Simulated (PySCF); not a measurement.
## Dipole moment and polarisability of `CCC(C)(C)CF`

Compound: C6H13F.
SMILES with atom numbers: `[CH3:1][CH2:2][C:3]([CH3:4])([CH3:5])[CH2:6][F:7]` (hydrogens: H8, H9, H10 on C1; H11, H12 on C2; H13, H14, H15 on C4; H16, H17, H18 on C5; H19, H20 on C6)

Structure used (GFN2-xTB), in Å, numbered top down from 1:
```xyz
20
C6H13F angstrom
C      1.7272   -1.2304   -0.3972
C      1.1686    0.0048    0.3014
C     -0.3294    0.2834    0.0782
C     -0.7051    1.5485    0.8579
C     -0.6472    0.4889   -1.4042
C     -1.1843   -0.8797    0.5943
F     -0.9118   -1.1558    1.9131
H      1.5921   -1.1751   -1.4743
H      1.2561   -2.1384   -0.0300
H      2.7938   -1.3052   -0.1961
H      1.3356   -0.0991    1.3755
H      1.7268    0.8812   -0.0359
H     -0.5412    1.3980    1.9223
H     -1.7529    1.7973    0.7025
H     -0.0996    2.3902    0.5305
H     -1.6881    0.7786   -1.5317
H     -0.0203    1.2771   -1.8133
H     -0.4784   -0.4203   -1.9751
H     -2.2499   -0.6318    0.5431
H     -0.9972   -1.8015    0.0360
```

Level: PBE0/def2-SVPD (PySCF), static field, nuclei fixed, core orbitals frozen in the response. The polarisability tensor in these axes (au):

```
x   75.82 -3.50 -0.99
y   -3.50 74.41  1.03
z   -0.99  1.03 72.57
```

Problem. What are the eigenvalues, a third of the trace, and Δα (Δα² = ½Σ(αi − αj)² over the three pairs)?

Solution. Principal values 71.51, 72.30 and 79.00 au; mean 74.27 au = 11.01 Å³ = 12.25 × 10⁻⁴⁰ C²·m²/J; Δα = 7.13 au (10 % of the mean).

Problem. What is the dipole moment, and where does it point?

Solution. (-0.03, 0.56, -1.61) D, 1.70 D in size, pointing from the negative to the positive side. Measured along this direction, the outermost atoms are F7 at the negative end and H17 at the positive end.

Problem. Find the Langevin capture rate constant for O2+ (31.990 u) meeting this molecule (104.100 u), k = 2.342 × 10⁻⁹ cm³/s × √(α in Å³ / reduced mass in u).

Solution. The reduced mass is 24.47 u, so k = 1.57 × 10⁻⁹ cm³/s. The formula leaves out the permanent dipole, which adds to the capture rate.

Problem. Molar refractivity from α?

Solution. Lorentz–Lorenz: R = (4π/3)N_A α = 2.5225 cm³/(mol·Å³) × 11.01 Å³ = 27.8 cm³/mol, in the limit of long wavelengths.

Problem. Rayleigh depolarisation ratio (linearly polarised light, static tensor)?

Solution. ρ = 3Δα²/(45ᾱ² + 4Δα²) = 152.5/(248203 + 203.3) = 0.000614.

One conformer (not necessarily the lowest) at the GFN2-xTB geometry, without solvent, vibrations or thermal averaging.
